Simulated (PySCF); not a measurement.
These are PySCF with PBE-D3(BJ)/def2-TZVP // B3LYP-D3(BJ)/def2-TZVP values and carry that method's errors. Gas-phase values, no solvent. Excitations are Tamm–Dancoff values on a coarser integration grid. The basis has no diffuse functions, so Rydberg states are missing or too high.

Reference species (SMILES): `NB(N)N` (neutral, multiplicity 1).

```
Quantity                 Result
----------------------  -------
dipole moment            0.02 D
S1 excitation (TDA)     5.24 eV
T1 excitation (TDA)     5.05 eV
S1 oscillator strength    0.000
```

Changed species: `NBN` (1 of 3 NH2 replaced by H; the reference has 0 of 3 NH2 replaced by H).

Problem. What does the change do to the dipole moment, S1 excitation (TDA), T1 excitation (TDA) and S1 oscillator strength?

Solution. the dipole moment rises by 1.40 D, to 1.42 D; the S1 excitation (TDA) rises by 0.63 eV, to 5.87 eV; the T1 excitation (TDA) goes up by 0.58 eV, to 5.63 eV; the S1 oscillator strength stays essentially unchanged.
